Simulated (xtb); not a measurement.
The multiplicity is imposed and other spin states were not computed.

Species: [Ta(F)4(CH3)] (charge 0, multiplicity 1).

### Question
Give a relaxed geometry from GFN2-xTB (xtb).

### Answer
the end point of this relaxation.
Cartesian coordinates (Å) in one orientation:
```xyz
9

Ta    -0.091    -0.026     0.048
F     -1.342     0.785    -0.996
F     -0.157    -1.489    -1.005
F      0.012     1.450     1.080
F      0.460    -1.050     1.446
C      1.874     0.564    -0.955
H      1.670     1.083    -1.892
H      2.463    -0.328    -1.171
H      2.447     1.225    -0.303
```
